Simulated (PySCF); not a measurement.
C₄H₁₀OSi.
Structure used (PBE0-D3(BJ)/def2-SVP), in Å, numbered top down from 1:
```xyz
16
C4H10OSi angstrom
C      2.4747    0.1739    0.1673
O      1.3886   -0.6216    0.5145
C      0.2493   -0.3584   -0.2363
C     -0.9869   -1.1473    0.2298
C     -2.1121   -0.1672   -0.1802
Si    -0.8328    1.2284   -0.0429
H      2.7902    0.0171   -0.8839
H      3.3146   -0.0860    0.8267
H      2.2481    1.2537    0.2916
H      0.4309   -0.5442   -1.3184
H     -1.0678   -2.1719   -0.1700
H     -0.9300   -1.2259    1.3283
H     -3.0149   -0.1774    0.4449
H     -2.4170   -0.3157   -1.2288
H     -0.7477    1.8196    1.3282
H     -0.8090    2.3264   -1.0609
```

All values: PBE0/pcSseg-1 (PySCF, non-relativistic), on one gas-phase PBE0-D3(BJ)/def2-SVP geometry that isn't relaxed in the solvent. The solvent is an IEF-PCM continuum (Bondi radii, 1.10 Å for H, scaled by 1.2). Specific hydrogen bonds and non-electrostatic terms are outside this model.

```json
{"run": "gas", "E − E(gas) (kcal/mol)": "0.00", "HOMO (eV)": "-6.78", "HOMO–LUMO gap (eV)": "7.15", "dipole (D)": "1.00"}
{"run": "P", "E − E(gas) (kcal/mol)": "-1.89", "HOMO (eV)": "-6.76", "HOMO–LUMO gap (eV)": "7.22", "dipole (D)": "1.28"}
{"run": "Q", "E − E(gas) (kcal/mol)": "-2.57", "HOMO (eV)": "-6.77", "HOMO–LUMO gap (eV)": "7.24", "dipole (D)": "1.41"}
```

**Question.** The runs were made in acetone and chloroform. Which run belongs to which solvent?

**Answer.** P = chloroform, Q = acetone. The dielectric constants are 4.711 (chloroform), 20.49 (acetone), and the energy falls further as ε rises. In this model the ground state sees the solvent through ε alone.

**Question.** How constant is the ratio of the lowering to (ε − 1)/(2ε + 1)?

**Answer.** 
```csv
solvent,(ε − 1)/(2ε + 1),E − E(gas) (kcal/mol),ratio (kcal/mol),polarisation term (kcal/mol)
chloroform,0.356,-1.89,-5.3,-2.06
acetone,0.464,-2.57,-5.5,-2.90
```

The ratio changes by +4.2 % in size from chloroform to acetone. The polarisation term is half the interaction of the solute with the induced surface charges.

On Arm Neoverse V1, one thread, shared host, this took 17 s wall and 0.93 GiB of memory at its peak. This is the whole shielding run at PBE0/pcSseg-1 in acetone, SCF included.
